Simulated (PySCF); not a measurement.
Fractional electron number in Ir⁻ (iridium, charge -1)

The 5d beta orbital of [Xe] 4f14 5d8 6s2 is emptied in steps (occupation f), with all orbitals relaxed, ending at [Xe] 4f14 5d7 6s2. Calculation: PySCF 2.14, in def2-TZVPPD with the def2 core potential (60 electrons); scalar relativity through the core potential. The exact energy is a straight line in f; departures are measured from the line between the end points of the same method.

| f | BHandHLYP (eV) | HSE06 (eV) |
| --- | --- | --- |
| 1 | 0.000 | 0.000 |
| 0.75 | -0.185 | -0.540 |
| 0.5 | -0.256 | -0.727 |
| 0.25 | -0.200 | -0.550 |
| 0 | 0.000 | 0.000 |

```tsv
method	E(f=0) − E(f=1) (eV)	−ε at f=1 (eV)	−ε at f=0.5 (eV)
BHandHLYP	1.423	0.479	1.383
HSE06	1.756	-1.096	1.729
```

Orbital energy along the path (eV):

| f | BHandHLYP | HSE06 |
| --- | --- | --- |
| 1 | -0.479 | 1.096 |
| 0.75 | -0.900 | -0.296 |
| 0.5 | -1.383 | -1.729 |
| 0.25 | -1.926 | -3.203 |
| 0 | -2.527 | -4.708 |

At f = 1 the orbital energy is positive for HSE06: only the finite basis holds the electron.

Reference removal energy between the ground levels: 1.564 eV (measured; photodetachment measurements, as compiled on the Wikipedia data page of electron affinities). The calculation has no spin-orbit coupling. The determinant left behind need not be the lowest term of the ion.
